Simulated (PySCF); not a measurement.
dihydroxy(hydroxysilyl)silane (H6O3Si2), SMILES [SiH2](O)[SiH](O)O.

Geometry: ωB97X-D3(BJ)/def2-SVP. Other conformers were not sampled.

Two levels are set side by side: PBE/def2-TZVP (PySCF) and HF/def2-TZVP (PySCF). Same geometry, gas phase. Differences are taken from unrounded values.

```json
[
 {"quantity": "orbital gap (eV)", "HF": "13.40"},
 {"quantity": "highest occupied level (eV)", "HF": "-10.91"},
 {"quantity": "lowest empty level (eV)", "HF": "2.49"},
 {"quantity": "dipole moment (D)", "HF": "1.46"},
 {"quantity": "mean polarisability (bohr³)", "HF": "55.6"}
]
```

Q: What does PBE give, and how far is it from HF? (Estimate from the structure and the level; the computed values follow.)

A: 
```tsv
quantity	PBE	PBE minus HF
orbital gap (eV)	5.23	-8.18
highest occupied level (eV)	-6.68	4.23
lowest empty level (eV)	-1.45	-3.94
dipole moment (D)	1.20	-0.26
mean polarisability (bohr³)	65.0	9.5
```

Without exact exchange PBE keeps part of each electron's self-repulsion, which lifts occupied levels and narrows the gap. PBE's more diffuse valence density responds more strongly to a field. Differences between two approximate levels are no errors against the true value.

Rough cost on one machine, each run with all the roots and properties that it gave: HF against PBE about 1/3.
